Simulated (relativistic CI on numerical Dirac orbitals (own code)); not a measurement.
## Ni⁺: M2,3 absorption edge

Computed with this model: Dirac-Coulomb-Breit CI, separate exchange-only KLI orbitals for each configuration, model QED, multiplet model of core-to-valence dipole absorption, unscaled Slater integrals; configurations [Ar] 3d9 → [Ne] 3s2 3p5 3d10; 80 K; Lorentzian 0.8 eV and Gaussian 0.3 eV FWHM. Energies are those of the free ion, without screening or charge transfer. The branching ratio is the share of the lower-energy edge in the whole absorption, uncertain by about 0.02 where the edges overlap. S is read from ⟨S²⟩ = S(S + 1).

Field parameters in Wybourne normalisation: D3d B²₀ = −7Dσ, B⁴₀ = −14Dq − 21Dτ, B⁴₃ = −14√(10/7) Dq; D4h B²₀ = −7Ds, B⁴₀ = 21(Dq − Dt), B⁴₄ = 21√(5/14) Dq; Td as Oh with Dq negative (B⁴₀ = 21Dq, B⁴₄ = √(5/14) B⁴₀). The field is a parameter set, without covalency.

Computed curve for Td, 10Dq = -2400 cm⁻¹, scaled to 100 at the maximum (points under 2 are left out and the grid is thinned):

```tsv
Energy (eV)	Intensity
66.3	2.1
66.4	2.3
66.5	2.4
66.6	2.6
66.7	2.8
66.8	3.1
66.9	3.3
67.0	3.7
67.1	4.0
67.2	4.4
67.3	4.9
67.4	5.4
67.5	6.1
67.6	6.8
67.7	7.8
67.8	8.9
67.9	10.2
68.0	11.9
68.1	14.0
68.2	16.7
68.3	20.2
68.4	24.8
68.5	30.8
68.6	38.8
68.7	49.2
68.8	62.1
68.9	76.5
69.0	90.1
69.1	98.9
69.2	100.0
69.3	92.9
69.4	80.1
69.5	65.6
69.6	52.2
69.7	41.1
69.8	32.6
69.9	26.1
70.0	21.2
70.1	17.5
70.2	14.6
70.3	12.4
70.4	10.6
70.5	9.2
70.6	8.0
70.7	7.1
70.8	6.3
70.9	5.6
71.0	5.0
71.1	4.5
71.2	4.1
71.3	3.7
71.4	3.4
71.5	3.1
71.6	2.9
71.7	2.7
71.8	2.5
71.9	2.3
72.0	2.1
72.1	2.0
```

The ground state has S = 0.50, and the centroid lies at 69.16 eV.
